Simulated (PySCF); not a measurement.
# 2-fluoropyridine, C₅H₄FN

Geometry (Å), atoms numbered from 1 in this order:
```xyz
11

F    -1.9599   -1.6873   -0.0512
C    -0.9038   -0.8863   -0.0457
C    -1.1194    0.4923   -0.0761
C     0.0073    1.3040   -0.0687
C     1.2720    0.7128   -0.0321
C     1.3445   -0.6764   -0.0047
N     0.2687   -1.4645   -0.0114
H    -2.1347    0.8900   -0.1040
H    -0.1001    2.3911   -0.0911
H     2.1812    1.3162   -0.0250
H     2.3157   -1.1827    0.0241
```

Method: quadratic response CAM-B3LYP/def2-TZVPD first hyperpolarisability, Taylor convention, gas phase in PySCF. Geometry: PBE0-D3(BJ)/def2-SVP.

(1) Give the tensor of the static β(0;0,0) in the axes of these coordinates.

Answers

(1) In au, Taylor convention; rows are the first index (the induced dipole):
|  | xx | yy | zz | xy | xz | yz |
| --- | --- | --- | --- | --- | --- | --- |
| x | -74.4 | -36.3 | -17.8 | -63.9 | +0.5 | -0.4 |
| y | -63.9 | -21.9 | -26.6 | -36.3 | -0.4 | -1.3 |
| z | +0.5 | -1.3 | +0.4 | -0.4 | -17.8 | -26.6 |

Norm of βᵢ = ⅓ Σⱼ (βᵢⱼⱼ + βⱼᵢⱼ + βⱼⱼᵢ): 170.7 au, hyper-Rayleigh value 68.0 au.
